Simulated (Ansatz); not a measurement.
Reactions of Cl2HInSe, SMILES `[Cl][In]([Cl])[SeH]`.

Computed with Ansatz on PBE0-D4/def2-TZVP structures; ΔE is electronic, products minus reactants. CBS: MP2 limit from def2 TZ/QZ plus the TZ coupled-cluster correction, frozen cores. This one scheme is used for every species. DFT in def2-TZVPP. def2 core potentials past Kr. For In, Se outer-core shells are correlated without core-valence functions, which leaves a few kJ/mol of doubt a bond. Scalar relativity is left out up to krypton. One conformer a species, not always the lowest.

```csv
reaction,MP2/CBS(def2) (kcal/mol),PBE-D4 (kcal/mol),B2PLYP (kcal/mol)
`[Cl][In]([Cl])[SeH]` + H–F → `[F][In]([Cl])[Cl]` + H₂Se,19.9,16.0,15.2
`[Cl][In]([Cl])[SeH]` + `CC` → `C[CH2][In]([Cl])[Cl]` + H₂Se,29.2,28.2,29.5
`[Cl][In]([Cl])[SeH]` + `B1C[SiH2]1` → `[SeH][SiH]1BC1` + `[Cl][InH][Cl]`,8.5,5.9,8.2
`[Cl][In]([Cl])[SeH]` + `[InH3]` → `[SeH][InH2]` + `[Cl][InH][Cl]`,-4.9,-5.0,-4.9
`[Cl][In]([Cl])[SeH]` + `F[SiH]1CO1` → `F[Si]1([SeH])CO1` + `[Cl][InH][Cl]`,11.2,8.3,10.6
`[Cl][In]([Cl])[SeH]` + `C1[SiH2]S1` → `[SeH][SiH]1CS1` + `[Cl][InH][Cl]`,9.7,7.7,9.8
`[Cl][In]([Cl])[SeH]` + `BCN=C` → `BC/N=C/[SeH]` + `[Cl][InH][Cl]`,33.2,28.5,31.2
`[Cl][In]([Cl])[SeH]` + H₂S → `[SH][In]([Cl])[Cl]` + H₂Se,6.2,5.2,5.4
`[Cl][In]([Cl])[SeH]` + `N=C(N)N` → `N=C(N)[SeH]` + `[NH2][In]([Cl])[Cl]`,26.6,26.7,27.6
`[Cl][In]([Cl])[SeH]` + `CO[SiH2]F` → `CO[SiH](F)[SeH]` + `[Cl][InH][Cl]`,11.2,8.4,11.1
```

Question: Give the CCSD(T)/CBS values in the same order. (An estimate is asked.)

Answer: Ansatz gave: 17.5, 28.7, 8.4, -5.0, 10.4, 9.6, 32.7, 5.8, 27.2, 10.5 kcal/mol.

Largest T1 diagnostic: 0.014, for `[F][In]([Cl])[Cl]`.
